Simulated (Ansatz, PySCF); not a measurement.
Gas-phase reaction in SMILES: [O]=[Sn][Cl] → [O]=[Sn] + Cl atom (the Cl-Sn bond at the site shown breaks; other sites are not compared here)
Geometries: B3LYP-D3(BJ)/def2-TZVP minima from Ansatz (a first-principles code). Unstable Hartree-Fock reference: [O]=[Sn]. High T1 diagnostic, so coupled cluster is less sure: [O]=[Sn].

Wanted: bond dissociation energy (0 K, with B3LYP-D3(BJ) harmonic zero-point energies from PySCF), in kcal/mol. Valence correlation only, unless marked. Open shells are spin-unrestricted. No spin-orbit coupling. Frozen are the shells of the preceding noble gas and the d and f shells that filled before the atom's block. In def2 rows, elements after Kr have scalar-relativistic effective core potentials. CBS marks a two-point X^-3 extrapolation of the correlation energy; Hartree-Fock from the larger set. The bracket is a focal-point correction in the basis named.

```tsv
level	program	bond dissociation energy (kcal/mol)	minus last row
BP86/def2-TZVPD	PySCF	42.4	1.8
B3LYP/def2-TZVPD	Ansatz	43.6	3.0
PBE0-D4/def2-TZVP	Ansatz + dftd4	49.9	9.3
PW6B95-D3(BJ)/def2-TZVPD	PySCF + dftd3	48.0	7.4
RI-MP2/def2-QZVPPD	Ansatz	29.7	-10.9
SCS-MP2/def2-SVP	Ansatz	27.6	-13.0
RI-MP2/CBS(def2-TZVPPD,def2-QZVPPD)+[CCSD(T)-MP2]/def2-TZVPPD	Ansatz	40.6	0.0
```
